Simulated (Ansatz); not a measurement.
Basis-set extrapolation for `O=C[SiH]1N[SiH2]1` (PBE0-D4/def2-TZVP geometry, frozen core, Ansatz). Multiplicity 1, RHF reference.

```csv
,def2-TZVPP,def2-QZVPP
HF,-748.023659,-748.049657
MP2 correlation,-0.825659,-0.887083
CCSD(T) correlation,-0.902100,not run
```

Energies in hartree. Use E(X) = E(∞) + A·exp(−7.88·√X) for Hartree–Fock and E(X) = E(∞) + B·X^(−2.97) for correlation, with X = 3 and 4, and add CCSD(T) minus MP2 of the smaller set to the MP2 limit.

Task: What is the CCSD(T) energy at the basis-set limit?

Result: HF limit: -748.049657 + (-0.025998) × 0.13774 = -748.05324. MP2 limit: -0.887083 + (-0.061424) × 0.74074 = -0.93258. Higher-order term: -0.902100 − (-0.825659) = -0.07644. Total: -749.06226 hartree, 358.4 kJ/mol below CCSD(T)/def2-TZVPP.
